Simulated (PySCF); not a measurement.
CH₄F₂GeO, SMILES C[O][GeH]([F])[F].

The structure is a stationary point at B3LYP-D3(BJ)/def2-SVP. The structure was generated by enumeration, and PubChem lists no compound with its InChIKey, so it may never have been made. The values are those of a single conformer.

Two levels are set side by side: TDA-PBE/def2-SVPD (PySCF) and TDA-B3LYP/def2-SVPD (PySCF). Vertical, same geometry. The lowest singlet is HOMO→LUMO 99 % with PBE and HOMO→LUMO 98 % with the other functional; states are paired by order. Differences are taken from unrounded values.

```json
[
 {"quantity": "lowest singlet excitation (eV)", "TDA-B3LYP": "6.85", "TDA-PBE": "6.06", "TDA-PBE minus TDA-B3LYP": "-0.79"},
 {"quantity": "lowest triplet excitation (TDA) (eV)", "TDA-B3LYP": "6.47", "TDA-PBE": "5.78", "TDA-PBE minus TDA-B3LYP": "-0.69"},
 {"quantity": "first bright state (f over 0.05) (eV)", "TDA-B3LYP": "8.06", "TDA-PBE": "7.29", "TDA-PBE minus TDA-B3LYP": "-0.78"},
 {"quantity": "its oscillator strength", "TDA-B3LYP": "0.09", "TDA-PBE": "0.09", "TDA-PBE minus TDA-B3LYP": "0.00"}
]
```

A lower first singlet is the usual sign of a functional without exact exchange. Differences between two approximate levels are no errors against the true value.

Rough cost on one machine, each run with all the roots and properties that it gave: TDA-B3LYP against TDA-PBE within a factor of 2.
